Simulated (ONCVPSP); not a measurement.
**Varying the ONCV potential for S (Z = 16)**

Base potential:

```json
{
  "Element": "sulfur (S)",
  "Generator": "ONCVPSP 4.0.1",
  "Type": "optimised norm-conserving Vanderbilt (ONCV)",
  "Functional": "PBE",
  "Relativity": "scalar-relativistic",
  "Frozen core": "[Ne]",
  "Valence charge": "6",
  "Reference configuration": "3s2 3p4",
  "Partial waves": "3s: rc 1.20 bohr, ncon 4, nbas 7, qcut 5.9 1/bohr, 2 projectors, debl 1.8 Ha; 3p: rc 1.50 bohr, ncon 4, nbas 8, qcut 6 1/bohr, 2 projectors, debl 1.7 Ha; d scattering state at 0.15 Ha: rc 1.15 bohr, ncon 4, nbas 7, qcut 8.4 1/bohr, 2 projectors, debl 3.5 Ha",
  "Local potential": "polynomial inside 1.05 bohr (lpopt 5, dvloc0 0 Ha)",
  "Core correction": "none"
}
```

All-electron outer shells of the reference configuration (PBE, scalar-relativistic, ld1.x):

```tsv
shell	level (eV)	outermost node (bohr)	outermost maximum (bohr)
2s	-211.71	0.13	0.39
2p	-156.51	–	0.33
3s	-17.26	0.60	1.40
3p	-7.01	0.58	1.61
```

Cutoffs, loose and tight: the cutoffs (Ha) at which the residual kinetic energy of the hardest occupied pseudo-wave falls to 1 and 0.1 mHa per electron. They do not see the model core or the augmentation charge, which bear on the density cutoff. Test errors are all-electron minus pseudo excitation energies from the reference, over the configurations 3s2 3p3; 3s2 3p2; 3s2 3p1; 3s1 3p4. A dash means not determined; rows that change the core or the reference have their own tests.

For the base: The cutoffs count occupied waves only; projector 2 of the d channel, the hardest unoccupied one, needs 44 Ha at the loose tolerance.

A true bound ghost makes a file unfit for plane-wave use even where its test errors are small: the radial tests pick states by their node count and pass the ghost by.

| change | outcome | cutoff, loose | cutoff, tight | bound ghosts | GHOST(+) flags above zero | largest test error (meV) |
| --- | --- | --- | --- | --- | --- | --- |
| base | generated | 14 Ha | 79 Ha | s | none | +31 |
| s: rc 0.86; local potential polynomial inside 0.86 bohr (lpopt 5, dvloc0 0 Ha) | failed: optimize: ERROR ps0norm > uunorm, code will stop | – | – | – | – | – |
| s: rc 0.96; local potential polynomial inside 0.96 bohr (lpopt 5, dvloc0 0 Ha) | failed: optimize: ERROR ps0norm > uunorm, code will stop | – | – | – | – | – |
| s: rc 1.34 | generated | 13 Ha | 17 Ha | none | s | +33 |
| s: rc 1.62 | generated | 13 Ha | 16 Ha | none | s | +33 |
| s: rc 1.74 | generated | 13 Ha | 16 Ha | none | s | +35 |

What comes out with this change to the base: s: rc 1.14?

outcome: generated; cutoff, loose: 68 Ha; cutoff, tight: 93 Ha; bound ghosts: s; GHOST(+) flags above zero: none; largest test error (meV): +33.

What comes out with this change to the base: s: rc 1.52?

outcome: generated; cutoff, loose: 14 Ha; cutoff, tight: 17 Ha; bound ghosts: none; GHOST(+) flags above zero: s; largest test error (meV): +33.

Reading the sweep of the s radius (base included, trends over the rows without a ghost): The loose cutoff stays near 13 Ha. The median size of the test errors (rows with all tests solved) stays near 2.8 meV. Bound ghosts are found at 1.14, 1.2 bohr. The generation fails at 0.86, 0.96 bohr.
